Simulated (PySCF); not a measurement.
Working out the ionisation energy of C²⁺

C²⁺ [He] 2s2 (1S) → C³⁺ [He] 2s1 (2S). Computed with PySCF 2.14 in def2-TZVPPD, with no relativity, point nucleus. Frozen: nothing. Energies in hartree (1 hartree = 27.21139 eV):

```json
{"part": "UHF", "C²⁺ (lower)": "-36.407300", "C³⁺ (upper)": "-34.725064"}
{"part": "MP2 opposite-spin", "C²⁺ (lower)": "-0.057507", "C³⁺ (upper)": "-0.014509"}
{"part": "MP2 same-spin", "C²⁺ (lower)": "-0.000316", "C³⁺ (upper)": "-0.000151"}
```

What does Hartree-Fock give?

(-34.725064) − (-36.407300) = 1.682236 hartree = 45.776 eV.

What do MP2 and SCS-MP2 (6/5 opposite-spin, 1/3 same-spin) give?

The opposite-spin parts differ by 1.170 eV and the same-spin parts by 0.004 eV. MP2: 45.776 + (1.170) + (0.004) = 46.950 eV. SCS-MP2: 45.776 + 1.2 × (1.170) + (0.004)/3 = 47.181 eV.

Measured between the centres of the two terms (NIST): 47.888 eV, so MP2 (valence and next inner shell) is off by -0.938 eV.

What remains against the reference includes basis incompleteness and correlation beyond second order.
